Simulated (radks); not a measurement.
The numbers below are computed, except where a source is named.
Spin polarisation of the 3p5 shell in the argon ion Ar+. Start: [Ne] 3s2 3p(up 2.5, down 2.5); electrons of 3p are moved from spin down to spin up, other shells keep equal spins. Level of theory: non-relativistic Kohn-Sham, TPSS, spin-polarised, spherical densities, point nucleus; meta-GGA in the generalised Kohn-Sham scheme (a radial shooting solver on a logarithmic mesh with Libxc functionals).

moment (Bohr magnetons)	E - E(0) (eV)	e(3p up) (eV)	e(3p down) (eV)	3s down minus up (eV)	2p down minus up (eV)
0	0.000	-22.276	-22.276	0.000	0.000
0.25	-0.018	-22.418	-22.129	0.316	0.067
0.5	-0.072	-22.554	-21.977	0.633	0.133
0.75	-0.162	-22.686	-21.819	0.951	0.200
1	-0.289	-22.812	-21.655	1.269	0.266

At moment 1 the spin-polarisation energy is -0.289 eV and the 3p exchange splitting 1.157 eV, that is 1.157 eV per Bohr magneton; E = -I m^2/4 would give I = 1.156 eV.
